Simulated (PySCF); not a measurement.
Gas-phase equilibrium of 1 mol HF, 4.3 mol H₂O at 1800 K and 0.0100 bar, among 15 species (O₂, F₂, O, F, HO₂, HOF, H₂O, H, FO, H₂O₂, O₃, HF, H₂, F₂O, OH). Only gases are allowed; each row takes one source of thermochemistry for all species, and Cantera finds the minimum.

Method: PySCF energies plus ideal-gas RRHO corrections (1 bar). The comparison is the NASA 1993 polynomial table, which mixes measured and estimated data. † marks an energy on the PBE0/def2-TZVP geometry and frequencies; other levels use their own. MP2 and CCSD(T) freeze the core. 6-31G* has spherical d functions here. Open shells (unrestricted) among the columns below: O₂ (multiplicity 3), O (multiplicity 3, electronic degeneracy 9), F (multiplicity 2, electronic degeneracy 6), H (multiplicity 2), OH (multiplicity 2, electronic degeneracy 4); the rest are closed-shell singlets. Spin-orbit splitting is ignored; it lowers the true energy and changes the entropy of O, F, OH. B3LYP is the form with VWN-RPA correlation. MP2 isn't extrapolated to the basis-set limit. CCSD(T) isn't extrapolated to the basis-set limit. The harmonic model lacks anharmonicity and excited electronic states, which grow with temperature; levels with a mode under 35 cm⁻¹ are left out. The table's entry may be an old estimate for OH (not checked at source).

Molecules larger than those listed are left out. Also missing: (HF)n, which can matter at low temperature or high pressure. Table species left out: FO2, H2F2, H3F3, H4F4.

Mole fractions:

| thermochemistry | x H₂O | x O | x H₂ | x HF | x H | x O₂ | x OH | x F |
|---|---|---|---|---|---|---|---|---|
| table | 0.80 | 7.0e-5 | 0.0075 | 0.19 | 0.00031 | 0.0033 | 0.0022 | 1.3e-6 |
| B3LYP/6-31G* | 0.62 | 0.00020 | 0.14 | 0.18 | 0.0013 | 0.066 | 0.0066 | 1.3e-5 |
| CCSD(T)/def2-SVP† | 0.76 | 0.00087 | 0.032 | 0.18 | 0.0016 | 0.014 | 0.0070 | 9.4e-6 |
| HF/6-31G* | 0.0067 | 0.40 | 0.36 | 0.092 | 0.12 | 8.8e-7 | 0.017 | 0.0074 |
| MP2/def2-TZVPP† | 0.80 | 3.7e-5 | 0.0060 | 0.19 | 0.00067 | 0.0029 | 0.0010 | 5.3e-7 |
| PBE0/def2-TZVP | 0.78 | 7.5e-5 | 0.020 | 0.19 | 0.0011 | 0.0095 | 0.0038 | 2.5e-6 |
| r2SCAN/def2-TZVP† | 0.76 | 4.7e-5 | 0.034 | 0.19 | 0.00093 | 0.016 | 0.0045 | 2.0e-6 |
The most sensitive of these is O₂: it spans a factor of 10^4.9 over these rows; at this temperature one factor of ten is RT ln 10 = 34 kJ/mol.
